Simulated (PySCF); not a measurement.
Job file and geometry (Å, from PBE0-D3(BJ)/def2-SVP) of an NMR shielding run on diethylsilane, C4H12Si, PySCF, GIAO PBE/pcSseg-2 NMR shielding, non-relativistic, gas phase; density fitting, a coarse starting grid and PySCF grid level 2 are the driver's defaults:

```
$ OMP_NUM_THREADS=1 python probes_run.py task.json out

{"job": {"kind": "nmr", "xc": "PBE", "basis": "pcSseg-2", "pop": false}, "charge": 0, "multiplicity": 1}
C      2.867214     0.060350     0.007502
C      1.532266    -0.663360     0.156464
Si     0.022272     0.462773     0.032477
C     -1.591703    -0.496333     0.227099
C     -2.847853     0.365111     0.135408
H      2.997861     0.831851     0.783019
H      2.946635     0.565727    -0.968207
H      3.720575    -0.631657     0.087617
H      1.483106    -1.188254     1.126879
H      1.430687    -1.448801    -0.613316
H      0.029757     1.163461    -1.295213
H      0.102653     1.525116     1.090144
H     -1.608634    -1.286504    -0.544355
H     -1.555530    -1.025544     1.195724
H     -2.914298     0.881705    -0.835403
H     -2.863488     1.141703     0.916703
H     -3.765539    -0.233275     0.250757
```

Question: Write the output of this run.

Answer: 
```
coarse grid: 13408 points
cycle   1  E = -448.7028497375  dE = -6.365e-02  |g| = 6.860e-01  |ddm| = 2.606e+00
cycle   2  E = -448.4906404138  dE =  2.122e-01  |g| = 1.105e+00  |ddm| = 1.287e+00
cycle   3  E = -448.8284191175  dE = -3.378e-01  |g| = 6.357e-02  |ddm| = 8.806e-01
cycle   4  E = -448.8294278554  dE = -1.009e-03  |g| = 2.162e-02  |ddm| = 7.633e-02
cycle   5  E = -448.8295183947  dE = -9.054e-05  |g| = 1.230e-02  |ddm| = 2.589e-02
cycle   6  E = -448.8295545140  dE = -3.612e-05  |g| = 8.453e-04  |ddm| = 7.785e-03
cycle   7  E = -448.8295547002  dE = -1.862e-07  |g| = 3.717e-04  |ddm| = 1.554e-03
final grid: 121224 points
cycle   8  E = -448.8394013884  dE = -1.352e-04  |g| = 1.271e-02  |ddm| = 4.865e-02
cycle   9  E = -448.8393328335  dE =  6.855e-05  |g| = 2.042e-02  |ddm| = 2.090e-02
cycle  10  E = -448.8394416082  dE = -1.088e-04  |g| = 8.823e-04  |ddm| = 1.360e-02
cycle  11  E = -448.8394417417  dE = -1.335e-07  |g| = 3.510e-04  |ddm| = 8.145e-04
cycle  12  E = -448.8394417698  dE = -2.809e-08  |g| = 9.358e-05  |ddm| = 2.812e-04
cycle  13  E = -448.8394417717  dE = -1.923e-09  |g| = 2.223e-05  |ddm| = 7.457e-05
cycle  14  E = -448.8394417719  dE = -1.494e-10  |g| = 4.848e-06  |ddm| = 2.716e-05
converged SCF energy = -448.8394417719

GIAO shielding tensors (ppm)
atom      isotropic    diamagn.    paramagn.     s11        s22        s33       span
  0 C      168.045     237.560     -69.515    160.233    160.459    183.443     23.210
  1 C      171.137     246.066     -74.929    162.918    166.999    183.493     20.575
  2 Si     346.209     881.811    -535.602    295.156    330.167    413.303    118.146
  3 C      171.146     246.062     -74.916    162.939    167.002    183.498     20.558
  4 C      168.044     237.551     -69.507    160.237    160.443    183.452     23.215
  5 H       30.205      28.451       1.754     25.982     28.612     36.021     10.039
  6 H       30.203      28.565       1.638     25.986     28.602     36.022     10.036
  7 H       29.816      26.752       3.065     24.969     27.412     37.068     12.099
  8 H       30.443      32.150      -1.707     25.653     30.164     35.512      9.859
  9 H       30.441      32.336      -1.895     25.658     30.159     35.506      9.848
 10 H       27.179      31.563      -4.384     24.211     26.641     30.686      6.475
 11 H       27.180      31.482      -4.302     24.210     26.643     30.685      6.475
 12 H       30.441      32.337      -1.896     25.652     30.165     35.507      9.855
 13 H       30.444      32.145      -1.702     25.656     30.163     35.513      9.857
 14 H       30.205      28.561       1.643     25.982     28.613     36.019     10.037
 15 H       30.203      28.435       1.768     25.986     28.599     36.025     10.039
 16 H       29.817      26.742       3.075     24.971     27.412     37.068     12.098
```

Question: Turn these shieldings into chemical shifts. Chemical shifts δ = σref − σ; TMS for 13C (179.39 ppm), 29Si (323.43 ppm), 1H (31.18 ppm), all at this level.

Answer: Averaging equivalent atoms: C 0/4: 11.3; C 1/3: 8.3; Si 2: -22.8; H 10/11: 4.00; H 5/6/7/14/15/16: 1.10; H 8/9/12/13: 0.74 ppm. 

Size and cost of the density-fitted run: 355 basis functions, 77 s wall time on 1 thread of an Arm Neoverse V1, shared host.
